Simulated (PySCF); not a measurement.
Species: C5H4F3N.
SMILES with atom numbers: `[F:1][C:2]([F:3])([F:4])[c:5]1[cH:6][cH:7][nH:8][cH:9]1` (hydrogens: H10 on C6; H11 on C7; H12 on N8; H13 on C9)

Geometry (GFN2-xTB, Å), atoms numbered from 1 in this order:
```xyz
13
C5H4F3N angstrom
F      2.2368    1.4006    0.6597
C      1.8777    0.2470    0.0738
F      2.5044   -0.7366    0.7458
F      2.4441    0.2668   -1.1539
C      0.4086    0.0569    0.0283
C     -0.5633    1.0751   -0.1061
C     -1.7785    0.4521   -0.1272
N     -1.5779   -0.8868   -0.0147
C     -0.2557   -1.1460    0.0795
H     -0.3698    2.1258   -0.1697
H     -2.7617    0.8678   -0.2144
H     -2.3040   -1.5843   -0.0019
H      0.1349   -2.1380    0.1831
```

The closed-shell SCF was solved with PySCF and density fitting under several settings on one GFN2-xTB geometry (grid level 2 and gas phase unless stated).

```
                                                                     settings  basis functions  SCF cycles     E (Eh)  HOMO (eV)  LUMO (eV)  dipole (D)
                                                                PBE0/pcSseg-1              173          14  -546.6092      -6.86       0.40        4.80
                                                               PBE0/def2-SVPD              221          14  -546.2863      -6.90       0.25        4.84
                                                                B3LYP/cc-pVDZ              146          14  -547.2448      -6.37       0.49        4.61
                                                                 PBE0/pcseg-1              146          14  -546.5446      -6.91       0.35        4.83
BHandHLYP/6-311G**, fitting basis def2-qzvpp-jkfit, energy threshold 1e-07 Eh              186           9  -547.1069      -7.61       1.55        4.95
          PBE0/6-31G, IEF-PCM cyclohexane, fitting basis def2-universal-jkfit               89          10  -546.5167      -6.62       0.78        5.62
                                               PBE0/6-31G, level shift 0.1 Eh               89          10  -546.5114      -6.72       0.68        5.17
                                                                PBE0/6-311G**              186          14  -546.8001      -6.73       0.53        4.78
```

Problem. Estimate the row for these settings: PBE0/IGLO-II, IEF-PCM water.

Solution. 
```tsv
settings	basis functions	SCF cycles	E (Eh)	HOMO (eV)	LUMO (eV)	dipole (D)
PBE0/IGLO-II, IEF-PCM water	222	14	-546.8221	-6.66	0.59	6.08
```

Problem. Over all rows, what range does the HOMO–LUMO gap span?

Solution. From 6.86 eV (B3LYP/cc-pVDZ) to 9.16 eV (BHandHLYP/6-311G**, fitting basis def2-qzvpp-jkfit, energy threshold 1e-07 Eh). The functional of the narrowest has 20 % exact exchange, that of the widest 50 % exact exchange.

Problem. And the dipole moment?

Solution. From 4.61 D (B3LYP/cc-pVDZ) to 6.08 D (PBE0/IGLO-II, IEF-PCM water); the largest is 1.32 times the smallest, and the median is 4.84 D.

Problem. Compare two rows with the functional PBE0: PBE0/6-31G, level shift 0.1 Eh and PBE0/def2-SVPD. Which energy is lower, and by how much?

Solution. PBE0/6-31G, level shift 0.1 Eh (89 functions) lies 0.2251 Eh or 141 kcal/mol below PBE0/def2-SVPD (221 functions). The smaller set gives the lower energy; the two sets aren't nested, so the variational bound doesn't order them by size.

Cycle counts include a coarse-grid stage where the run had one. All basis functions are spherical, in the Pople sets too. The species at its GFN2-xTB geometry.
